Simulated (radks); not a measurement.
Excited configurations of the iridium ion Ir+: one electron is placed in a higher orbital outside [Xe] 4f14 5d7. The ground configuration is [Xe] 4f14 5d7 6s1. Calculated with a radial shooting solver on a logarithmic mesh with Libxc functionals: Dirac Kohn-Sham, PBE, spin-unpolarised, spherical densities, point nucleus; open shells fill j = l - 1/2 first. Excitation = E - E(ground); binding = E(ion) - E, where the ion is the core of charge +2; n* = 2/sqrt(2 binding) in atomic units, and the quantum defect is n - n*.

| outer orbital | excitation (eV) | binding (eV) | n* | quantum defect | eigenvalue (eV) | <r> (bohr) |
|---|---|---|---|---|---|---|
| 5f5/2 | 13.854 | 3.558 | 3.911 | 1.089 | -2.493 | 8.451 |
| 6p1/2 | 5.664 | 11.749 | 2.152 | 3.848 | -8.581 | 3.362 |
| 6d3/2 | 11.830 | 5.582 | 3.123 | 2.877 | -4.029 | 6.093 |
| 6f5/2 | 14.982 | 2.430 | 4.733 | 1.267 | -1.816 | 14.31 |
| 7s1/2 | 10.599 | 6.813 | 2.826 | 4.174 | -5.359 | 6.249 |
| 7d3/2 | 14.056 | 3.356 | 4.027 | 2.973 | -2.576 | 11.28 |
| 7f5/2 | 15.675 | 1.737 | 5.597 | 1.403 | -1.356 | 21.56 |

The Delta-SCF ionisation energy is 17.412 eV (NIST Atomic Spectra Database: 17.0 eV, semi-empirical). Self-interaction in the functional shifts the binding energies and quantum defects, so they are the method's values and not measured ones. Spin polarisation and multiplet splitting are left out, so open shells lie too high by an amount that depends on their filling.

Beside tabulated values, note that spin-unpolarised runs miss the spin-polarisation part of the exchange energy of open shells.
